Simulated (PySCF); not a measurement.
C$_{3}$H$_{9}$Al, charge -1, doublet, at a GFN2-xTB geometry (such geometries of metal compounds can be far from the true shape) (a state made from the parent by changing its charge; the spin is typed, not shown lowest) (in this run its highest filled SCF level lies above zero, so its values depend strongly on the basis, on diffuse functions most of all), with bond 12-10 at 1.3 times its length. Base run: B3LYP/STO-3G (PySCF).

PySCF was given this input:
```python
from pyscf import gto, scf, dft

mol = gto.M(
    atom='''
Al   -0.313456    0.260707    0.466894
C    -1.208377   -1.448854   -0.324776
H    -0.659533   -1.919214   -1.154296
H    -2.217946   -1.249695   -0.715026
H    -1.337765   -2.240230    0.428996
C    -0.038350    1.501641   -1.186775
H     0.517111    1.047967   -2.021170
H     0.510669    2.421026   -0.932809
H    -0.992278    1.841111   -1.618017
C     1.615296   -0.359333    0.962565
H     2.242953    0.471554    1.318742
H     2.349552   -0.962791   -0.106348
H     1.620187   -1.098897    1.777556
''',
    basis='sto-3g',
    charge=-1,
    spin=1,
    verbose=4,
)

mf = dft.UKS(mol)
mf.xc = 'b3lyp'
mf.kernel()
```

Variants of this job, named by their change:

```json
[
 {"change": "base", "ΔE vs base (mEh)": "0.000", "SCF cycles": "10", "<S^2>": "0.751", "outcome": "converged"},
 {"change": "conv_tol = 1e-11", "ΔE vs base (mEh)": "0.000", "SCF cycles": "12", "<S^2>": "0.751", "outcome": "converged"},
 {"change": "level_shift = 0.5 (with mf.max_cycle = 100)", "ΔE vs base (mEh)": "0.000", "SCF cycles": "19", "<S^2>": "0.751", "outcome": "converged"},
 {"change": "diis = off; damp = 0.3 (with mf.diis_start_cycle = 200; with mf.max_cycle = 150)", "ΔE vs base (mEh)": "0.000", "SCF cycles": "18", "<S^2>": "0.751", "outcome": "converged"},
 {"change": "diis = off (with mf.max_cycle = 100)", "ΔE vs base (mEh)": "-", "SCF cycles": "100", "<S^2>": "-", "outcome": "not converged"},
 {"change": "diis_space = 2", "ΔE vs base (mEh)": "0.000", "SCF cycles": "16", "<S^2>": "0.751", "outcome": "converged"},
 {"change": "diis_space = 20", "ΔE vs base (mEh)": "0.000", "SCF cycles": "10", "<S^2>": "0.751", "outcome": "converged"},
 {"change": "init_guess = atom", "ΔE vs base (mEh)": "0.000", "SCF cycles": "10", "<S^2>": "0.751", "outcome": "converged"},
 {"change": "diis = off; damp = 0.6 (with mf.diis_start_cycle = 200; with mf.max_cycle = 150)", "ΔE vs base (mEh)": "0.000", "SCF cycles": "23", "<S^2>": "0.751", "outcome": "converged"},
 {"change": "init_guess = huckel", "ΔE vs base (mEh)": "0.000", "SCF cycles": "12", "<S^2>": "0.751", "outcome": "converged"},
 {"change": "conv_tol = 1e-4", "ΔE vs base (mEh)": "0.008", "SCF cycles": "5", "<S^2>": "0.751", "outcome": "converged"},
 {"change": "solver = newton", "ΔE vs base (mEh)": "0.000", "SCF cycles": "-", "<S^2>": "0.751", "outcome": "converged"},
 {"change": "diis_space = 12", "ΔE vs base (mEh)": "0.000", "SCF cycles": "10", "<S^2>": "0.751", "outcome": "converged"}
]
```

Open shells are given as the SCF converged; they aren't shown to be the lowest states, and a large step between rows can be another state.
